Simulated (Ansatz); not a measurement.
Ideal-gas functions of `C#C[SiH2]C=O` at 600 K and 1 bar, from an Ansatz frequency run at PBE0-D4/def2-TZVP.

Molar mass 84.15 g/mol, point group Cs (symmetry number 1), electronic degeneracy 1, moments of inertia 38.672, 261.809, 294.494 u Å². Harmonic wavenumbers (cm⁻¹, unscaled): 26, 95, 223, 261, 358, 458, 645, 699, 701, 734, 736, 821, 904, 926, 1381, 1782, 2161, 2246, 2253, 2847, 3463.

Use S(trans) = R[1.5 ln M + 2.5 ln T − 1.1517]; rotational temperatures θ = 24.2544 K / I; S(rot) = R[ln(√π/σ · √(T³/θAθBθC)) + 1.5]; for each mode x = 1.438777 ν̃/T, S = R[x/(eˣ − 1) − ln(1 − e⁻ˣ)] and H = RT x/(eˣ − 1); 1 cm⁻¹ = 0.0119627 kJ/mol; R = 8.31446 J/(mol·K).

Problem. By hand: the entropy, in J/(mol·K).

Solution. Translation 178.7. Rotation: θ = 0.6272, 0.0926, 0.0824 K, giving 119.2. Vibration, mode by mode: 31.39, 20.63, 13.62, 12.35, 9.83, 7.94, 5.47, 4.93, 4.91, 4.61, 4.59, 3.91, 3.34, 3.20, 1.35, 0.62, 0.29, 0.24, 0.24, 0.07, 0.02, in all 133.6. Electronic 0.0. Sum 431.5 J/(mol·K).

Problem. By hand: H − E and G − E in kJ/mol, counted from the electronic energy.

Solution. Zero-point energy ½ × 23720 × 0.0119627 = 141.9; thermal vibration 37.8; translation, rotation and pV give 4 RT = 20.0. H − E = 199.7 kJ/mol, and G − E = 199.7 − 600 × 431.5/1000 = -59.2 kJ/mol.

Vibration gives 31 % of the entropy, 52.0 J/(mol·K) of it from the modes under 150 cm⁻¹: soft modes count most, and the harmonic formula is weakest for them. The sum counts one conformer and one mirror image; others add a mixing term.
